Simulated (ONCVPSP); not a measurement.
Scattering properties, ONCV potential for Ta (Z = 73)

Ta, optimised norm-conserving Vanderbilt (ONCV), made with ONCVPSP 4.0.1 (PBE, fully relativistic). Core [Kr] 4d10 4f14, reference 5s2 5p6 5d3 6s1 6p1. Waves: 5s+6s: rc 1.85 bohr, ncon 3, nbas 8, qcut 7 1/bohr, 2 projectors; 5p+6p: rc 1.95 bohr, ncon 4, nbas 8, qcut 7.2 1/bohr, 2 projectors; 5d: rc 3.00 bohr, ncon 4, nbas 9, qcut 6.4 1/bohr, 2 projectors, debl 1.3 Ha. Local part: polynomial inside 1.50 bohr (lpopt 2, dvloc0 3 Ha). Core correction: Teter function, fcfact 4.25, rcfact 1.25.

Open shells are filled in proportion to 2j + 1.

The phase is arctan(r·R′/R) of the radial function R(r), unwrapped; energies in Ha, scanned from -4 to 5 Ha. A pole is an energy at which the radial function vanishes at the test radius. The pseudo phase is shifted by a multiple of π to meet the all-electron one at the reference energy, and phase errors are pseudo minus all-electron; the curves can meet again beyond the range given. Levels narrower than the energy grid can be missing from the lists of poles.

Problem. For each channel, where are the poles, and over which energies does the pseudopotential scatter like the atom?

Solution.

| channel | radius (bohr) | reference energy (Ha) | poles, all-electron | poles, pseudo | unbroken range about the reference energy with phases within 0.05 rad | phase error 1 Ha above the reference energy (rad) |
| --- | --- | --- | --- | --- | --- | --- |
| s | 1.88 | -0.24 | -2.46, 4.92 | -2.46, 4.72 | the whole range | -0.002 |
| p3/2 | 1.98 | -0.07 | -0.96 | -0.96 | the whole range | -0.000 |
| p1/2 | 1.98 | -0.09 | -1.42, 4.96 | -1.42, 4.87 | the whole range | -0.001 |
| d5/2 | 3.05 | -0.17 | 0.02, 2.29 | 0.02, 2.29 | below 3.6 | +0.000 |
| d3/2 | 3.05 | -0.19 | -0.02, 2.23 | -0.02, 2.24 | below 3.5 | +0.000 |

Phases in the s channel:

| E (Ha) | all-electron | pseudo |
| --- | --- | --- |
| -3.98 | 1.185 | 1.185 |
| -3.74 | 1.117 | 1.117 |
| -3.50 | 0.989 | 0.989 |
| -3.26 | 0.653 | 0.653 |
| -3.02 | -0.458 | -0.458 |
| -2.78 | -1.282 | -1.282 |
| -2.54 | -1.525 | -1.525 |
| -2.30 | -1.636 | -1.636 |
| -2.06 | -1.704 | -1.704 |
| -1.82 | -1.757 | -1.757 |
| -1.58 | -1.803 | -1.803 |
| -1.34 | -1.849 | -1.849 |
| -1.10 | -1.899 | -1.899 |
| -0.86 | -1.956 | -1.956 |
| -0.62 | -2.028 | -2.028 |
| -0.38 | -2.122 | -2.122 |
| -0.14 | -2.253 | -2.252 |
| 0.10 | -2.445 | -2.445 |
| 0.34 | -2.733 | -2.733 |
| 0.58 | -3.125 | -3.127 |
| 0.82 | -3.540 | -3.542 |
| 1.06 | -3.866 | -3.869 |
| 1.30 | -4.087 | -4.090 |
| 1.54 | -4.234 | -4.237 |
| 1.78 | -4.336 | -4.339 |
| 2.02 | -4.409 | -4.412 |
| 2.26 | -4.465 | -4.468 |
| 2.50 | -4.508 | -4.512 |
| 2.74 | -4.543 | -4.548 |
| 2.98 | -4.573 | -4.577 |
| 3.22 | -4.597 | -4.602 |
| 3.46 | -4.619 | -4.624 |
| 3.70 | -4.638 | -4.644 |
| 3.94 | -4.655 | -4.662 |
| 4.18 | -4.670 | -4.678 |
| 4.42 | -4.685 | -4.694 |
| 4.66 | -4.698 | -4.708 |
| 4.90 | -4.711 | -4.723 |
